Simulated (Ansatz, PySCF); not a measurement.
CH4Cl2Ge, SMILES [CH3][GeH]([Cl])[Cl].

Geometry optimised at PBE0-D3(BJ)/def2-SVP.

Vertical ionisation energy (IE) and electron affinity (EA) in eV. Rows of orbital energies are one-electron estimates. Where ΔSCF, EOM or ADC give a negative EA the extra electron is unbound and the value depends on the basis.

```json
[
 {"level": "−ε(HOMO), −ε(LUMO), PBE0/def2-TZVP (PySCF)", "IE": "(withheld)", "EA": "(withheld)"},
 {"level": "−ε(HOMO), −ε(LUMO), PBE/def2-TZVP (PySCF)", "IE": "7.38", "EA": "1.39"},
 {"level": "ΔSCF, PBE0/def2-SVPD (Ansatz), final states of multiplicity 2 and 2", "IE": "10.81", "EA": "-0.99"},
 {"level": "ΔSCF, PBE/def2-SVPD (Ansatz), final states of multiplicity 2 and 2", "IE": "10.31", "EA": "-0.79"}
]
```

Fill in the missing entries. (Estimate from the structure and the level; the computed values follow.)


- −ε(HOMO), −ε(LUMO), PBE0/def2-TZVP (PySCF), IE: 8.74
- −ε(HOMO), −ε(LUMO), PBE0/def2-TZVP (PySCF), EA: 0.39

What vertical singlet–triplet gap does ΔSCF give with PBE0/def2-SVPD (Ansatz, a quantum-chemistry and plane-wave program) and with PBE/def2-SVPD (Ansatz)? (Estimate from the structure and the level; the computed values follow.)

6.44 and 5.81 eV (triplet above singlet where positive).
